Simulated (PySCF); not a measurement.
A side-by-side comparison of computed properties.

First species: CHBr₃.
Numbering: `[Br:1][CH:2]([Br:3])[Br:4]` (hydrogens: H5 on C2)

Second species: CH2Cl2.
SMILES: `ClCCl`

Levels: CAM-B3LYP/aug-cc-pVTZ for dipole moment, HOMO energy, LUMO energy, HOMO–LUMO gap, static isotropic polarisability and electronic spatial extent ⟨r²⟩ about the centre of nuclear charge; TDDFT CAM-B3LYP/aug-cc-pVTZ for lowest singlet excitation; TDA CAM-B3LYP/aug-cc-pVTZ for lowest triplet excitation (Tamm–Dancoff); PBE0-D3(BJ)/def2-TZVP for rotational constant A and rotational constant C. Geometries: PBE0-D3(BJ)/def2-TZVP. Each species is one conformer at its optimised geometry, gas phase, non-relativistic unless stated. Electronic properties by PySCF.

```
                                                         property    column X    column Y
                                                    dipole moment      0.88 D      1.67 D
                                                      HOMO energy    -9.46 eV   -10.17 eV
                                                      LUMO energy    -0.85 eV     0.14 eV
                                                    HOMO–LUMO gap     8.61 eV    10.31 eV
                                        lowest singlet excitation     5.01 eV     6.91 eV
                         lowest triplet excitation (Tamm–Dancoff)     4.49 eV     6.32 eV
                                  static isotropic polarisability     78.2 au     42.8 au
electronic spatial extent ⟨r²⟩ about the centre of nuclear charge  1418 bohr²   370 bohr²
                                            rotational constant A   1.244 GHz  32.775 GHz
                                            rotational constant C   0.632 GHz   3.070 GHz
```

Task: Which column belongs to which species?

Result: Column X is the first species and column Y the second. The first has 5 atoms and 112 electrons, the second 5 and 42.

Task: How does each property change from the first species to the second?

Result: dipole moment +0.79 D; HOMO energy -0.71 eV; LUMO energy +0.99 eV; HOMO–LUMO gap +1.70 eV; lowest singlet excitation +1.90 eV; lowest triplet excitation (Tamm–Dancoff) +1.83 eV; static isotropic polarisability -35.4 au; electronic spatial extent ⟨r²⟩ about the centre of nuclear charge -1048 bohr²; rotational constant A +31.531 GHz; rotational constant C +2.438 GHz.

On the first: Point group C3v permits a dipole; with 0.88 D the species has a pure rotational spectrum. The dipole equals about 3.0 × 10⁻³⁰ C·m (1 D = 3.33564 × 10⁻³⁰ C·m). Isolated species at its PBE0-D3(BJ)/def2-TZVP geometry, gas phase. Relativistic effects, spin–orbit coupling among them, are left out although an element past zinc is present.

On the second: S1 lies 3.40 eV below the HOMO–LUMO gap; its leading configuration is HOMO→LUMO+1, weight 0.44, beside HOMO→LUMO, weight 0.34. The dipole equals about 5.6 × 10⁻³⁰ C·m (1 D = 3.33564 × 10⁻³⁰ C·m). Isolated species at its PBE0-D3(BJ)/def2-TZVP geometry, gas phase.
